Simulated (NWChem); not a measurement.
System: KI; SMILES [K][I]

Computed with NWChem. Structure relaxed at the PBE0/def2-SVP level. def2 effective core potentials on I; no spin-orbit coupling. B3LYP is NWChem's, with the RPA form of VWN correlation. Vertical excitations in the gas phase; the lowest state need not have the same character in each row.

| level | lowest excitation, singlet (eV) | oscillator strength of that lowest state | lowest state with f > 0.02, singlet (eV) | oscillator strength of that bright state | orbital gap (eV) |
|---|---|---|---|---|---|
| PBE/def2-SVPD, TDA | (withheld) | 0.007 | (withheld) | 0.136 | (withheld) |
| B3LYP/def2-SVPD, TDA | 2.76 | 0.010 | 3.27 | 0.132 | 3.41 |
| LRC-wPBEh/def2-SVPD, TDA | 3.65 | 0.022 | 3.65 | 0.022 | 6.61 |
| BHandHLYP/def2-SVPD, TDA | 3.42 | 0.016 | 3.87 | 0.121 | 5.04 |

Task: Fill in the missing entries.

Result: 
- PBE/def2-SVPD, TDA, lowest excitation, singlet (eV): 2.41
- PBE/def2-SVPD, TDA, lowest state with f > 0.02, singlet (eV): 2.95
- PBE/def2-SVPD, TDA, orbital gap (eV): 2.39
